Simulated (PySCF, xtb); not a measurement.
ZrOF, SMILES [F][Zr]=[O] (connectivity only; charge and spin as stated), neutral, multiplicity 2.

Harmonic wavenumbers (cm⁻¹) from GFN2-xTB (xtb) at its own minimum, in rising order: 123, 477, 797.

What does PBE-D3(BJ)/def2-TZVP (PySCF) give at its own minimum? (An estimate is asked for; the answer gives what the named calculation found.)

227, 636, 942. Paired by order, the mean absolute difference is 136 cm⁻¹ and the zero-point energies are 2.0 and 2.6 kcal/mol.
